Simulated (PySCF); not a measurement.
## Ionising CdIn

PBE; Cd def2-SVP with ECP28, In def2-SVP with ECP28; scalar-relativistic core potentials (PySCF 2.14). Neutral (UKS): doublet (π ↑), Re = 3.031 Å, ωe = 86.5 cm⁻¹, De = 0.33 eV, HOMO -2.95 eV, LUMO -2.80 eV.

CdIn⁺ (UKS): singlet (closed shell), Re = 3.236 Å, ωe = 79.3 cm⁻¹, De = 0.61 eV to Cd + In⁺. The energies at the minima are -357.87067 hartree for CdIn and -357.67581 for CdIn⁺.

Task: Work out the adiabatic ionisation energy, without and with harmonic zero-point energies (1 hartree = 27.2114 eV, 1 eV = 8065.5 cm⁻¹), and the change of the bond length.

Result: At PBE: 0.19486 hartree = 5.302 eV between the minima; the zero-point term (79.3 − 86.5)/2 cm⁻¹ = -0.000 eV makes it 5.302 eV. Re changes by +20.5 pm against the neutral. The electron leaves a π orbital, and the longer bond of the ion fits a bonding orbital, or a change in how ionic the bond is.

Closed-shell solutions of metal pairs were not tested for spin polarisation, which can lower them a little. Weak bonds: CdIn. Basis-set superposition, not corrected here, can be much of De in a small basis, most of all at correlated wavefunction levels. These are scalar-relativistic numbers at best; spin–orbit coupling would shift them, the dissociation energy most. For an ion De counts to the pair picked by the measured ionisation energies or electron affinities, which need not be the lowest pair at this level. States were picked by a PBE0 search and need not be the measured ground states.
